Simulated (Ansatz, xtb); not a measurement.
# Relative energy of two isomers of C6H2N4

Structure X: `N#Cc1cnc(C#N)cn1`, a singlet. Structure Y: `N#Cc1cncc(C#N)n1`, a singlet. Both are isolated molecules in the gas phase, relaxed with B3LYP/def2-SVP.

X (Å):

```yaml
atoms:
  - { symbol: C, position_ang: [-1.1960, -1.3902, -1.0963] }
  - { symbol: C, position_ang: [-0.0497, -1.0712, -0.2804] }
  - { symbol: C, position_ang: [1.0274, -0.3403, -0.8245] }
  - { symbol: C, position_ang: [2.0974, -0.4506, 1.1781] }
  - { symbol: C, position_ang: [3.2436, -0.1315, 1.9941] }
  - { symbol: C, position_ang: [1.0203, -1.1815, 1.7222] }
  - { symbol: N, position_ang: [-2.1017, -1.6295, -1.7799] }
  - { symbol: N, position_ang: [2.0919, -0.0349, -0.0946] }
  - { symbol: N, position_ang: [4.1493, 0.1080, 2.6776] }
  - { symbol: N, position_ang: [-0.0442, -1.4869, 0.9923] }
  - { symbol: H, position_ang: [1.0089, -0.0071, -1.8671] }
  - { symbol: H, position_ang: [1.0388, -1.5149, 2.7648] }
```

Y (Å):

```
atom    x (Å)    y (Å)    z (Å)
   C  -0.5985   0.1278  -1.3984
   C   0.2273  -0.4966  -0.3921
   C   0.0352  -1.8540  -0.0585
   C   1.7207  -1.7174   1.4623
   C   1.9117  -0.3602   1.1276
   C   2.9349   0.4140   1.7896
   N  -1.2809   0.5943  -2.2113
   N   0.7843  -2.4493   0.8653
   N   3.7663   1.0032   2.3426
   N   1.1646   0.2458   0.2018
   H  -0.7384  -2.4480  -0.5558
   H   2.3426  -2.1984   2.2242
```

Quicker runs give these differences E(Y) − E(X): GFN2-xTB +0.37 kcal/mol; HF/STO-3G −0.02 kcal/mol (at GFN2-xTB geometries); r2SCAN-D4/def2-SVP +0.59 kcal/mol (at GFN2-xTB geometries).

Question: Which of the two would you expect CCSD(T)/def2-SVP + ΔMP2/def2-TZVPP electronic energies to favour?

Answer: CCSD(T)/def2-SVP + ΔMP2/def2-TZVPP gives E(Y) − E(X) = +0.28 kcal/mol, slightly favouring structure X, which is too small a margin to settle the true order.

How the difference moves with the method:

| level | geometry | E(Y) − E(X) (kcal/mol) | departure from the last row (kcal/mol) | job, with rough time for the two |
| --- | --- | --- | --- | --- |
| GFN2-xTB | GFN2-xTB | +0.37 | +0.09 | optimisation, 0.55 s |
| HF/STO-3G | GFN2-xTB | −0.02 | −0.30 | single point, 2.8 s |
| r2SCAN-D4/def2-SVP | GFN2-xTB | +0.59 | +0.31 | single point, 14 s |
| B3LYP/def2-SVP | B3LYP/def2-SVP | +0.48 | +0.20 | optimisation, 2.9 min |
| HF/def2-SVP | B3LYP/def2-SVP | +0.03 | −0.25 | part of the CCSD(T) run |
| MP2/def2-SVP | B3LYP/def2-SVP | +0.84 | +0.55 | part of the CCSD(T) run |
| CCSD(T)/def2-SVP | B3LYP/def2-SVP | +0.38 | +0.10 | single point |
| CCSD(T)/def2-SVP + ΔMP2/def2-TZVPP | B3LYP/def2-SVP | +0.28 |  | single point, 7.1 min |

As drawn, both hold the same kinds of bond in the same numbers.

The largest departure from CCSD(T)/def2-SVP + ΔMP2/def2-TZVPP is that of MP2/def2-SVP, 0.55 kcal/mol. The last row adds to CCSD(T) the change of the MP2 difference between the two basis sets, here −0.10 kcal/mol.

With thermal terms from frequencies at re-optimised GFN2-xTB minima (ideal gas, soft modes damped towards free rotors, one conformer each, 298.15 K, 1 atm): the zero-point term adds −0.02 kcal/mol; ΔH is +0.27 and ΔG +0.07 kcal/mol.

The correlated steps freeze 10 core orbitals. Programs: Ansatz 0.2.0, xtb 6.7.1; the last row on 2 threads of Intel(R) Xeon(R) Processor @ 2.50GHz (Skylake/Cascade Lake) on a shared host.
